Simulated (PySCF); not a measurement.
## Vibration and rotation of HfC

PBE0 constants of HfC, ³Σ⁻ (triplet), unpaired electrons π ↑↑, a second solution, started from another occupation (Hf def2-TZVPP with ECP60, C def2-TZVPP; scalar-relativistic core potentials (PySCF 2.14); masses 179.9465 and 12.0000 u):

- ωe: 747.1 cm⁻¹
- ωexe: 3.15 cm⁻¹
- Be: 0.3719 cm⁻¹
- αe: 0.00201 cm⁻¹

Problem. What force constant and bond length do these constants imply?

Solution. Reduced mass μred = 11.250 u; k = 5.8918×10⁻⁷·μred·ωe² (u, cm⁻¹, mdyn/Å) = 3.70 mdyn/Å; Re = √(16.8576/(μred·Be)) (u, cm⁻¹, Å) = 2.007 Å.

Problem. Estimate the centrifugal constant D from the Kratzer relation and find the Dunham coefficient a1.

Solution. D = 4Be³/ωe² = 3.69e-07 cm⁻¹; a1 = −1 − αeωe/(6Be²) = -2.81.

De is left out where the level can put another filling of the metal’s s and d shells below the measured ground configuration, by anything from nothing to about 1 eV. These are scalar-relativistic numbers at best; spin–orbit coupling would shift them, the dissociation energy most.
